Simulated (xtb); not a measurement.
H$_{3}$Cl$_{3}$OSiTi, charge +1, doublet, from a rough starting geometry (GFN-xTB shapes and energies of metal compounds can be far from the true ones) (the multiplicity is a formal guess); GFN2-xTB run with xtb.

The xtb input:
```
$ xtb mol.xyz --gfn 2 --chrg 1 --uhf 1 --opt vtight --json

# file mol.xyz
9

Ti    -0.94736458     1.00185538     0.73389311
Cl    -0.74569780     3.05684335     0.83412522
Cl    -0.48049919     0.21004436     2.63091770
Cl    -2.95080874     0.46833602     0.39339150
O      0.09908687     0.24692970    -0.47017921
Si     1.00731685    -0.96605185    -1.00750653
H      2.21059306    -1.02014610     0.04562569
H      1.58130641    -0.64038375    -2.33356680
H      0.29542370    -2.20362896    -0.98401782
```

Output, abridged:

```
   ID    Z sym.   atoms
    1   22 Ti     1
    2   17 Cl     2-4
    3    8 O      5
    4   14 Si     6
    5    1 H      7-9

           -------------------------------------------------
          |                Calculation Setup                |
           -------------------------------------------------

molecular fragmentation (1/2 indicates fragments):
111111112
# atoms in fragment 1/2:     8     1
 fragment masses (1/2) :      200.33        1.01
CMA distance (Bohr)    :   6.762
constraining FC (au)   :  0.0500

           -------------------------------------------------
          |                 G F N 2 - x T B                 |
           -------------------------------------------------

          ...................................................
          :                      SETUP                      :
          :.................................................:
          :  # basis functions                  57          :
          :  # atomic orbitals                  52          :
          :  # shells                           20          :
          :  # electrons                        37          :
          :  max. iterations                   250          :
          :  Hamiltonian                  GFN2-xTB          :
          :  restarted?                      false          :
          :  GBSA solvation                  false          :
          :  PC potential                    false          :
          :  electronic temp.          300.0000000     K    :
          :  accuracy                    1.0000000          :
          :  -> integral cutoff          0.2500000E+02      :
          :  -> integral neglect         0.1000000E-07      :
          :  -> SCF convergence          0.1000000E-05 Eh   :
          :  -> wf. convergence          0.1000000E-03 e    :
          :  Broyden damping             0.4000000          :
          :  net charge                          1          :
          :  unpaired electrons                  1          :
          ...................................................

 iter      E             dE          RMSdq      gap      omega  full diag
   1    -22.2759507 -0.222760E+02  0.785E+00    2.12       0.0  T
   2    -22.3496392 -0.736885E-01  0.440E+00    3.53       1.0  T
   3    -22.3975773 -0.479382E-01  0.401E+00    2.49       1.0  T
   4    -22.4527155 -0.551382E-01  0.186E+00    3.03       1.0  T
   5    -22.4520950  0.620476E-03  0.149E+00    3.10       1.0  T
[...]
 * total energy  :   -22.3787974 Eh     change       -0.3858883E-05 Eh
 * total energy  :   -22.3787991 Eh     change       -0.1686357E-05 Eh
 * total energy  :   -22.3788007 Eh     change       -0.1584659E-05 Eh
 * total energy  :   -22.3788018 Eh     change       -0.1129164E-05 Eh
 * total energy  :   -22.3788026 Eh     change       -0.7198364E-06 Eh
 * total energy  :   -22.3788031 Eh     change       -0.5719879E-06 Eh
 * total energy  :   -22.3788034 Eh     change       -0.2340227E-06 Eh
 * total energy  :   -22.3788036 Eh     change       -0.1973634E-06 Eh
 * total energy  :   -22.3788037 Eh     change       -0.1275914E-06 Eh
 * total energy  :   -22.3788038 Eh     change       -0.1254575E-06 Eh
 * total energy  :   -22.3788039 Eh     change       -0.1120594E-06 Eh
 * total energy  :   -22.3788040 Eh     change       -0.6452406E-07 Eh
   *** GEOMETRY OPTIMIZATION CONVERGED AFTER 27 ITERATIONS ***
         :: total energy             -22.378803988658 Eh    ::
[...]
     3  17 Cl       0.763    -0.063   100.929    15.368
     4  17 Cl       0.763    -0.067   101.056    15.377
     5   8 O        1.497    -0.480    22.612     6.412
     6  14 Si       3.618     0.549    96.647    18.868
     7   1 H        0.907     0.076     2.023     2.225
     8   1 H        0.907     0.076     2.018     2.223
     9   1 H        0.918     0.024     2.679     2.560

 Mol. C6AA /au·bohr⁶  :       3400.710700
 Mol. C8AA /au·bohr⁸  :     173498.689817
 Mol. α(0) /au        :        103.286866

Wiberg/Mayer (AO) data.
largest (>0.10) Wiberg bond orders for each atom

 ---------------------------------------------------------------------------
     #   Z sym  total        # sym  WBO       # sym  WBO       # sym  WBO
 ---------------------------------------------------------------------------
     1  22 Ti   4.751 --     4 Cl   1.201     3 Cl   1.199     2 Cl   1.196
                             5 O    0.987     6 Si   0.138
     2  17 Cl   1.380 --     1 Ti   1.196
     3  17 Cl   1.400 --     1 Ti   1.199
     4  17 Cl   1.389 --     1 Ti   1.201
     5   8 O    2.341 --     6 Si   1.140     1 Ti   0.987
     6  14 Si   3.626 --     5 O    1.140     9 H    0.855     7 H    0.721
                             8 H    0.720     1 Ti   0.138
     7   1 H    0.845 --     6 Si   0.721
     8   1 H    0.839 --     6 Si   0.720
     9   1 H    0.981 --     6 Si   0.855
 ---------------------------------------------------------------------------

Topologies differ in total number of bonds
Writing topology from bond orders to xtbtopo.mol

molecular dipole:
                 x           y           z       tot (Debye)
 q only:        0.429      -0.238      -0.331
   full:        0.158      -0.001      -0.102       0.478
molecular quadrupole (traceless):
                xx          xy          yy          xz          yz          zz
 q only:        1.686      -7.510      -1.120      -7.439       6.197      -0.566
  q+dip:        1.579      -6.454      -0.954      -6.609       5.425      -0.625
   full:        1.514      -7.308      -1.239      -6.809       5.682      -0.276

optimized geometry written to: xtbopt.xyz

           -------------------------------------------------
          | TOTAL ENERGY              -22.378803988658 Eh   |
          | GRADIENT NORM               0.000095111207 Eh/α |
          | HOMO-LUMO GAP               3.145383183949 eV   |
           -------------------------------------------------
```
